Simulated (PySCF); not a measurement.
Molecular orbitals of PmCl

r²SCAN at R = 2.567 Å; basis Pm x2c-SVPall, Cl x2c-SVPall; spin-free X2C with a Gaussian nucleus; PySCF 2.14. State: septet, about 5.0 electrons in the 4f shell (Mulliken), real f orbitals that mix terms. Only the outer orbitals are listed, counted within each symmetry.

```tsv
spin	orbital	occ.	ε (eV)	on Pm (%)	main shells (%)
α	1φ	1	-3.85	100	100 Pm f
α	17σ	1	-3.56	99	83 Pm s, 10 Pm d
α	9π	1	-3.03	100	99 Pm f
α	9π	1	-3.03	100	99 Pm f
α	3δ	1	-2.32	100	99 Pm f
α	3δ	1	-2.32	100	99 Pm f
α	4δ	0	-1.82	100	99 Pm d
α	4δ	0	-1.82	100	99 Pm d
α	10π	0	-1.54	99	56 Pm d, 42 Pm p
β	17σ	0	-1.87	99	88 Pm s
β	3δ	0	-0.38	100	100 Pm d
β	3δ	0	-0.38	100	100 Pm d
```

Problem. Which are the highest filled and the lowest empty level, where do they sit, and how wide is the gap?

Solution. Highest filled α 3δ at -2.32 eV (in %: 99 Pm f); lowest empty β 17σ at -1.87 eV (in %: 88 Pm s); the gap at r²SCAN is 0.45 eV.

* bond order (Mayer): 1.13
* ⟨S²⟩: 12.007
* charge on Pm (Mulliken, basis-dependent): 0.37
* charge on Pm (Löwdin, basis-dependent): 0.04
* dipole moment (positive dipole means Pm(−)Cl(+)): -4.63 D

Spin–orbit coupling is left out. With d or f electrons several states lie close, and the lowest PBE0 determinant need not be the measured ground state.
